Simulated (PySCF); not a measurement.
# Core-level binding energies of `B[C@@H]1CCC=C[C@@]1(C)F`

Compound: C₇H₁₂BF.
Structure used (PBE0-D3(BJ)/def2-SVP), in Å, numbered top down from 1:
```xyz
21
C7H12BF angstrom
B     -1.242    2.026   -0.353
C     -0.229    0.919    0.052
C      0.959    0.655   -0.873
C      2.081   -0.094   -0.164
C      1.566   -1.184    0.725
C      0.282   -1.311    1.070
C     -0.810   -0.386    0.607
C     -1.748   -1.082   -0.366
F     -1.570   -0.060    1.733
H     -0.852    2.974   -0.999
H     -2.387    2.016    0.031
H      0.166    1.456    0.955
H      1.329    1.603   -1.293
H      0.613    0.057   -1.734
H      2.794   -0.511   -0.895
H      2.677    0.607    0.452
H      2.297   -1.898    1.122
H     -0.042   -2.125    1.727
H     -1.231   -1.322   -1.305
H     -2.610   -0.433   -0.583
H     -2.122   -2.020    0.070
```

Computed, not measured: PySCF 2.14.0, delta-SCF UKS SCAN, pcX-2 on the ionised atom, pcseg-1 elsewhere, spin-free X2C. Binding energies are ΔSCF values: E(core-ionised, relaxed orbitals) − E(ground state) at a fixed geometry, referred to the vacuum level.

Q: What binding energy does each computed site have?

A: 
```tsv
atom(s)	bonded to	level	binding energy (eV)	above the level's lowest (eV)	count
F9	C	F 1s	691.53	0.00	1
C7	F and 3 C	C 1s	292.65	+2.55	1
C4	2 C and 2 H	C 1s	290.77	+0.67	1
C3	2 C and 2 H	C 1s	290.73	+0.63	1
C8	C and 3 H	C 1s	290.58	+0.48	1
C5	C (double bond), C and H	C 1s	290.35	+0.25	1
C2	2 C, H and B	C 1s	290.27	+0.17	1
C6	C (double bond), C and H	C 1s	290.10	0.00	1
```

Lowest listed C 1s: C6, bonded to C (double bond), C and H. Highest, 2.55 eV above it: C7, bonded to F and 3 C. The widest gap between neighbouring values is 1.88 eV, between 290.77 and 292.65 eV. Summing the Pauling electronegativity differences to the bonded atoms, each weighted by its formal bond order, gives -0.35 for the lowest site and +1.43 for the highest; no listed site has a larger sum than the highest. The smallest sum, -1.05, belongs to C8, 0.48 eV above the lowest. The values 290.73 and 290.77 eV lie too close for their order to be trusted.

Q: Which photon energy gives electrons from C 1s of C2 a kinetic energy of 50 eV, and what is their de Broglie wavelength?

A: hν = 290.27 + 50 = 340.27 eV, recoil neglected; λ = 12.264 Å/√(E/eV) = 1.73 Å.

Not every level is listed. No level of boron is listed. Isolated species at its PBE0-D3(BJ)/def2-SVP geometry (one conformer only).
